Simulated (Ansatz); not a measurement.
Consider the redistribution: `B[SiH2][GeH3]` + `C#CO[SiH2]F` → `B[SiH2]O[SiH2]F` + `C#[C][GeH3]`.

Computed with Ansatz on PBE0-D4/def2-TZVP structures; ΔE is electronic, products minus reactants. CCSD(T)/CBS adds triple-zeta CCSD(T) − MP2 to the extrapolated MP2 energy (def2 sets, frozen cores). Functionals use def2-TZVPP. For Ge outer-core shells are correlated without core-valence functions, which leaves a few kJ/mol of doubt a bond. Scalar relativity is left out up to krypton. One conformer a species, not always the lowest.

CCSD(T)/CBS gives -2.07 eV.

(1) Another level gave -2.01 eV. Which?
A. HF/def2-TZVPP
B. MP2/def2-TZVPP
C. B2PLYP/def2-TZVPP
D. ωB97X-V/def2-TZVPP

Largest T1 diagnostic among the species: 0.013.

Answers

(1) C. B2PLYP -2.01, MP2/def2-TZVPP -2.15, HF/def2-TZVPP -2.28, ωB97X-V -1.94 eV.

In def2-TZVPP, CCSD(T) changes the Hartree–Fock value by +0.22 eV (the triples alone add +0.04 eV) and MP2 by +0.14 eV. From PBE to PBE0 (25 % exact exchange), in def2-TZVPP and without D4, ΔE moves by −0.14 eV.
